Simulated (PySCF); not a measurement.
CH5NO2Si2, SMILES [SiH2]([SiH2]O)OC#N.

The structure is a stationary point at PBE-D3(BJ)/def2-SVP. This is a generated structure with no PubChem entry under its InChIKey; it may be hypothetical. Other conformers were not sampled.

Two levels are set side by side: PBE/def2-TZVP (PySCF) and M06-2X/def2-TZVP (PySCF). Same geometry, gas phase. Differences are taken from unrounded values.

| quantity | M06-2X | PBE | PBE minus M06-2X |
|---|---|---|---|
| orbital gap (eV) | 8.90 | 4.53 | -4.37 |
| highest occupied level (eV) | -9.71 | -7.06 | 2.65 |
| lowest empty level (eV) | -0.81 | -2.52 | -1.71 |
| dipole moment (D) | 4.50 | 4.53 | 0.04 |
| mean polarisability (bohr³) | 73.6 | 77.7 | 4.1 |

Without exact exchange PBE keeps part of each electron's self-repulsion, which lifts occupied levels and narrows the gap. Loosely held outer electrons make PBE densities more polarisable. Differences between two approximate levels are no errors against the true value.

Rough cost on one machine, each run with all the roots and properties that it gave: M06-2X against PBE about 4 times.
